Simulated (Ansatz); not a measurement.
Total energies of C₆H₁₆Cl₂GeN₂ (`CC(C)[NH][Ge]([Cl])([Cl])[NH]C(C)C`).

```xyz
27

C    -2.3787    1.6195    1.7473
C    -1.2654    0.6236    1.4569
C    -0.9697   -0.2524    2.6637
N    -0.0360    1.2746    1.0132
Ge    0.2959    1.5882   -0.7250
Cl    2.1502    2.6902   -0.7181
Cl   -1.1257    2.8093   -1.7933
N     0.2769    0.0208   -1.6042
C     1.1829   -1.0694   -1.2534
C     2.4913   -1.0100   -2.0279
C     0.4762   -2.4009   -1.4500
H    -3.2949    1.1072    2.0515
H    -2.5994    2.2277    0.8683
H    -2.0860    2.2908    2.5612
H    -1.5856   -0.0262    0.6344
H    -0.6193    0.3575    3.5023
H    -0.1937   -0.9832    2.4301
H    -1.8665   -0.7847    2.9898
H     0.2954    1.9900    1.6457
H     0.0911    0.0908   -2.5952
H     1.4049   -0.9558   -0.1860
H     3.0022   -0.0599   -1.8619
H     3.1621   -1.8194   -1.7290
H     2.3029   -1.1124   -3.1016
H     0.2115   -2.5416   -2.5027
H     1.1197   -3.2328   -1.1536
H    -0.4423   -2.4416   -0.8623
```

Charge 0, multiplicity 1. Correlated methods include outer-core shells of Ge, which these sets cover unevenly. Scalar relativity is left out up to krypton. Geometry: relaxed with PBE0-D4/def2-TZVP. It is one conformer, not always the lowest. Basis def2-TZVPP, Ansatz.

RPA on PBE orbitals: Hartree–Fock energy of these orbitals -3339.95387 Eh, correlation -3.42364 Eh (frozen core).

```json
{"functional": "LDA (SPW92)", "energy without D4 (Eh)": "-3336.21165", "D4 term (kJ/mol)": "–"}
{"functional": "PBE", "energy without D4 (Eh)": "-3344.31256", "D4 term (kJ/mol)": "-81.2"}
{"functional": "revPBE", "energy without D4 (Eh)": "-3345.02193", "D4 term (kJ/mol)": "-230.3"}
{"functional": "BLYP", "energy without D4 (Eh)": "-3345.32982", "D4 term (kJ/mol)": "-171.0"}
{"functional": "r2SCAN", "energy without D4 (Eh)": "-3345.20410", "D4 term (kJ/mol)": "-23.5"}
{"functional": "B97M-V", "energy without D4 (Eh)": "-3344.85043", "D4 term (kJ/mol)": "–"}
{"functional": "PBE0", "energy without D4 (Eh)": "-3344.49653", "D4 term (kJ/mol)": "-70.6"}
{"functional": "B3LYP", "energy without D4 (Eh)": "-3345.55974", "D4 term (kJ/mol)": "-128.0"}
{"functional": "r2SCANh", "energy without D4 (Eh)": "-3345.18080", "D4 term (kJ/mol)": "-25.0"}
{"functional": "r2SCAN0", "energy without D4 (Eh)": "-3345.14868", "D4 term (kJ/mol)": "-27.3"}
{"functional": "HSE06 (plane-wave form)", "energy without D4 (Eh)": "-3344.46124", "D4 term (kJ/mol)": "-66.2"}
{"functional": "BHLYP", "energy without D4 (Eh)": "-3345.23903", "D4 term (kJ/mol)": "-98.1"}
{"functional": "CAM-B3LYP", "energy without D4 (Eh)": "-3345.43855", "D4 term (kJ/mol)": "-72.4"}
{"functional": "LC-ωPBE", "energy without D4 (Eh)": "-3344.74873", "D4 term (kJ/mol)": "–"}
{"functional": "ωB97X-V", "energy without D4 (Eh)": "-3345.06533", "D4 term (kJ/mol)": "–"}
{"functional": "ωB97M-V", "energy without D4 (Eh)": "-3345.14961", "D4 term (kJ/mol)": "–"}
{"functional": "B2PLYP", "energy without D4 (Eh)": "-3344.53796", "D4 term (kJ/mol)": "–"}
{"functional": "PBE-QIDH", "energy without D4 (Eh)": "-3343.96977", "D4 term (kJ/mol)": "–"}
```

B3LYP takes the VWN-RPA correlation (the form of Gaussian; ORCA's B3LYP/G). HSE06 is the plane-wave form, built on full-range PBE exchange. The double hybrids freeze the cores in their second-order part.

LC-ωPBE has ω = 0.4 bohr⁻¹.
